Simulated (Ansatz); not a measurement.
The cluster KBr2. The state is a doublet with charge 0. Geometry PBE-D4/def2-TZVP.

```xyz
3

K    -0.009   -1.260    1.235
Br   -1.333    0.187   -1.080
Br    1.343    1.073   -0.155
```

In the doublet, Br2 and Br3 lie 2.97 Å apart (atoms count from 1), so these atoms are partly bonded to each other. The structure comes from a short search, and lower isomers may exist.

Q: Estimate the α-spin orbital energies around the gap (eV) in Ansatz with PBE-D4/def2-SVP, PBE-D4/def2-TZVPD, revPBE-D4/def2-TZVP, r2SCAN-D4/def2-TZVP, r2SCAN-D4/def2-TZVPD.

A: 
```
orbital  PBE-D4/def2-SVP  PBE-D4/def2-TZVPD  revPBE-D4/def2-TZVP  r2SCAN-D4/def2-TZVP  r2SCAN-D4/def2-TZVPD
HOMO−13           -65.80             -66.18               -66.01               -67.31                -67.34
HOMO−12           -65.80             -66.18               -66.01               -67.31                -67.34
HOMO−11           -35.69             -35.46               -35.43               -36.91                -36.91
HOMO−10           -19.53             -19.35               -19.28               -20.02                -20.03
 HOMO−9           -19.52             -19.32               -19.26               -19.99                -19.99
 HOMO−8           -19.48             -19.29               -19.22               -19.95                -19.95
 HOMO−7           -17.59             -17.89               -17.77               -18.64                -18.66
 HOMO−6           -16.96             -17.29               -17.17               -18.03                -18.05
 HOMO−5            -7.50              -7.81                -7.69                -8.15                 -8.17
 HOMO−4            -6.32              -6.63                -6.51                -6.90                 -6.92
 HOMO−3            -6.09              -6.43                -6.32                -6.72                 -6.74
 HOMO−2            -5.73              -6.04                -5.93                -6.31                 -6.33
 HOMO−1            -5.41              -5.76                -5.66                -6.03                 -6.06
   HOMO            -4.93              -5.26                -5.16                -5.57                 -5.60
   LUMO            -1.83              -1.82                -1.88                -1.08                 -1.09
 LUMO+1            -0.03              -0.35                -0.15                 0.65                  0.13
 LUMO+2             0.03              -0.32                -0.08                 0.69                  0.13
 LUMO+3             0.34              -0.08                 0.26                 1.00                  0.38
 LUMO+4             0.86               0.60                 0.84                 1.33                  1.07
 LUMO+5             2.65               0.98                 1.31                 1.93                  1.65
 β HOMO            -5.21              -5.58                -5.47                -5.82                 -5.85
 β LUMO            -4.09              -4.41                -4.26                -4.27                 -4.30
```
